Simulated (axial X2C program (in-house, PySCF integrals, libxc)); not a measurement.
What spin–orbit coupling does to AgSi⁺

Computed with an axial X2C code built on PySCF integrals. Spin-free means the one-electron spin-free X2C Hamiltonian; two-component (2c) means X2C with spin–orbit coupling and atomic mean-field two-electron Coulomb and Gaunt terms, so the difference of the two also holds small scalar two-electron terms. Basis: Ag dyall-cv3z [12s12p8d5f3g], Si dyall-v3z [8s7p2d1f] (cores contracted in-house); Gaussian nuclei, density fitting, unrestricted open shells. Masses: Ag 106.905 u, Si 27.977 u.

Spin-free state: M_S = 0, Λ = 0 (closed shell); fragments Ag+ + Si.

```tsv
level	Re (Å)	ωe (cm⁻¹)	De (eV)	μ (D)
PBE0	2.380	293.7	2.168	3.09
HF	2.624	213.7	0.413	2.31
MP2	2.339	304.5	2.088	n/a
CCSD	2.424	268.8	1.947	n/a
CCSD(T)	2.394	278.7	n/a	n/a
BP86	2.343	316.5	2.818	3.54
```

Correlated methods: 14 electrons correlated (number of frozen shells: Ag 4 s, 3 p, 1 d; Si 2 s, 1 p), 250 virtual spin orbitals or spinors in MP2, 88 natural virtuals in coupled cluster.

Dipoles are positive if Si is the positive end and refer to the centre of mass.

Two-component determinant lowest at the distance of the search:

Ω = 0 (closed shell); fragments Ag+ + Si.

```json
{"level": "PBE0", "Re (Å)": "2.380", "ωe (cm⁻¹)": "293.8", "De (eV)": "2.169", "μ (D)": "3.09"}
{"level": "HF", "Re (Å)": "2.625", "ωe (cm⁻¹)": "213.4", "De (eV)": "0.411", "μ (D)": "2.31"}
{"level": "MP2", "Re (Å)": "2.340", "ωe (cm⁻¹)": "304.3", "De (eV)": "2.097", "μ (D)": "n/a"}
{"level": "CCSD", "Re (Å)": "2.425", "ωe (cm⁻¹)": "268.4", "De (eV)": "1.942", "μ (D)": "n/a"}
{"level": "CCSD(T)", "Re (Å)": "2.394", "ωe (cm⁻¹)": "278.7", "De (eV)": "n/a", "μ (D)": "n/a"}
{"level": "BP86", "Re (Å)": "2.343", "ωe (cm⁻¹)": "316.5", "De (eV)": "2.819", "μ (D)": "3.54"}
```

**Question.** From the two tables, how do the constants change at the CCSD(T) level (2c against spin-free)?

**Answer.** At the CCSD(T) level Re is unchanged within 0.001 Å and ωe is unchanged to within 0.2 cm⁻¹.

Occupations by symmetry block were frozen at the best pattern of an incomplete PBE0 search. The closed shell is kept restricted, so the energy runs too high when the bond is stretched far. Dissociation energies refer to the lowest single-determinant-based atoms at the same level and basis. De is not given where an atomic determinant may have missed its ground term or J level, or where the truncated virtual space spoils (T). Coupled cluster ran in a truncated set of natural virtual spinors; the MP2 energy of the rest was added. (T) has no such correction and the atoms are truncated less, which lowers De at CCSD(T) by a hundredth of an eV or more. The 2c atoms are single determinants rather than J levels; their spin–orbit lowering is only partly caught, and De is too large by that part. This holds for PBE0, MP2, CCSD, BP86. Other states lie close and PBE0, whose exact exchange favours high spin, may order them wrongly; the determinant shown need not be the ground state. The nearest other spin-free determinant of the search, M_S = 1, Λ = 1, lies 0.38 eV up at the distance of the search. Without a current term, density functionals place determinants with orbital angular momentum somewhat too high.
